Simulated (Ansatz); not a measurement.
`O[C](=S)[InH][F]` + HCl → `[F][InH][Cl]` + `OC=S` at 298.15 K and 1 bar (ligand exchange at the In–C bond).

Calculated with Ansatz (gas phase, PBE0-D4/def2-TZVP geometries, no zero-point term in ΔE). CBS: MP2 limit from def2 TZ/QZ plus the TZ coupled-cluster correction, frozen cores. This one scheme is used for every species. Elements past krypton have def2 core potentials. For In outer-core shells are correlated without core-valence functions, which leaves a few kJ/mol of doubt a bond. Each species was taken in one conformer, which may not be the lowest.

```json
{"species": "`O[C](=S)[InH][F]`", "CCSD(T)/CBS energy (Eh)": "-801.80948", "H − E (kJ/mol)": "97.7", "S (J/(mol·K))": "352.7"}
{"species": "HCl", "CCSD(T)/CBS energy (Eh)": "-460.38127", "H − E (kJ/mol)": "26.6", "S (J/(mol·K))": "186.8"}
{"species": "`[F][InH][Cl]`", "CCSD(T)/CBS energy (Eh)": "-750.05448", "H − E (kJ/mol)": "37.6", "S (J/(mol·K))": "308.4"}
{"species": "`OC=S`", "CCSD(T)/CBS energy (Eh)": "-512.17609", "H − E (kJ/mol)": "94.1", "S (J/(mol·K))": "260.5"}
```

H − E and S are ideal-gas, rigid-rotor, harmonic terms from PBE0-D4/def2-TZVP, for one conformer and one mirror image of each species. 1 Eh = 2625.50 kJ/mol, R = 8.31446 J/(mol·K).

By hand: ΔE, ΔH, ΔS and ΔG.

ΔE = (-750.05448) + (-512.17609) − (-801.80948) − (-460.38127) = -0.03982 Eh = -104.5 kJ/mol. Δ(H − E) = 37.6 + 94.1 − 97.7 − 26.6 = 7.4, so ΔH = -97.1 kJ/mol. ΔS = 308.4 + 260.5 − 352.7 − 186.8 = 29.4 J/(mol·K). ΔG = -97.1 − 298.15 × (29.4)/1000 = -105.9 kJ/mol.

By hand: the equilibrium constant, and the temperature at which ΔG would vanish if ΔH and ΔS stayed fixed.

log₁₀ K = −ΔG/(RT ln 10) = 18.6. ΔH and −TΔS have one sign here, so there is no such temperature.

ΔH outweighs TΔS. A doubt of 5 kJ/mol in ΔE shifts log₁₀ K by 0.9 here. Other conformers and mirror images would add mixing entropy, several J/(mol·K) or more a flexible species. These are equilibria of isolated gas molecules and say nothing of rates. Largest T1 diagnostic: 0.019 (customary marks: 0.02 for closed shells, 0.045 for open ones).
